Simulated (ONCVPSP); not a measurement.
# osmium, ONCV: configuration errors across variants

Os (Z = 76), optimised norm-conserving Vanderbilt (ONCV), made with ONCVPSP 4.0.1 (PBE, scalar-relativistic). Core [Kr] 4d10 4f14, reference 5s2 5p6 5d6 6s2. Waves: 5s+6s: rc 1.75 bohr, ncon 4, nbas 7, qcut 5.6 1/bohr, 2 projectors; 5p: rc 2.00 bohr, ncon 5, nbas 8, qcut 8 1/bohr, 2 projectors, debl 2.6 Ha; 5d: rc 1.55 bohr, ncon 4, nbas 8, qcut 6.9 1/bohr, 1 projector. Local part: polynomial inside 1.00 bohr (lpopt 1, dvloc0 0 Ha). Core correction: Teter function fitted to the true core (icmod 2), fcfact 0.5.

All-electron excitation energies from the reference (eV): (1) 5s2 5p6 5d6 6s1 9.577; (2) 5s2 5p6 5d6 6s0 26.492; (3) 5s2 5p6 5d5 6s0 55.339; (4) 5s2 5p6 5d6 6s1.5 3.914.

A true bound ghost makes a file unfit for plane-wave use even where its test errors are small: the radial tests pick states by their node count and pass the ghost by.

Errors AE − PS in meV (a dash: test not solved or not reliable):

```csv
change,(1),(2),(3),(4),bound ghosts,GHOST(+) flags above zero
base,-5.1,-18,-12,-1.8,none,s
"all radii but the core radius scaled by about 0.77 (s 1.36, p 1.54, d 1.20 bohr); local potential polynomial inside 0.78 bohr (lpopt 1, dvloc0 0 Ha)",-3.6,-9.9,-4.1,-1.4,s,p
"all radii but the core radius scaled by about 0.82 (s 1.44, p 1.64, d 1.28 bohr); local potential polynomial inside 0.82 bohr (lpopt 1, dvloc0 0 Ha)",-2.6,-7.3,-2.1,-1.0,s,p
"all radii but the core radius scaled by about 0.89 (s 1.56, p 1.78, d 1.38 bohr); local potential polynomial inside 0.90 bohr (lpopt 1, dvloc0 0 Ha)",-4.5,-15,-9.6,-1.7,none,"s, p"
"all radii but the core radius scaled by about 0.97 (s 1.70, p 1.94, d 1.50 bohr); local potential polynomial inside 0.98 bohr (lpopt 1, dvloc0 0 Ha)",-4.9,-17,-12,-1.8,none,s
"all radii but the core radius scaled by about 1.03 (s 1.80, p 2.06, d 1.60 bohr); local potential polynomial inside 1.02 bohr (lpopt 1, dvloc0 0 Ha)",-5.2,-18,-12,-1.8,none,s
"all radii but the core radius scaled by about 1.09 (s 1.92, p 2.18, d 1.70 bohr); local potential polynomial inside 1.10 bohr (lpopt 1, dvloc0 0 Ha)",-5.4,-20,-13,-1.9,none,s
"all radii but the core radius scaled by about 1.14 (s 2.00, p 2.28, d 1.76 bohr); local potential polynomial inside 1.14 bohr (lpopt 1, dvloc0 0 Ha)",-5.6,-20,-14,-1.9,none,s
"all radii but the core radius scaled by about 1.21 (s 2.12, p 2.42, d 1.88 bohr); local potential polynomial inside 1.22 bohr (lpopt 1, dvloc0 0 Ha)",-5.7,-21,-15,-2.0,none,none
"all radii but the core radius scaled by about 1.33 (s 2.34, p 2.66, d 2.06 bohr); local potential polynomial inside 1.34 bohr (lpopt 1, dvloc0 0 Ha)",-5.9,-23,-20,-2.0,none,none
```

Problem. Give the same row for: all radii but the core radius scaled by about 1.26 (s 2.20, p 2.52, d 1.96 bohr); local potential polynomial inside 1.26 bohr (lpopt 1, dvloc0 0 Ha).

Solution. -5.8, -22, -17, -2.0; bound ghosts: none; GHOST(+) flags above zero: none.
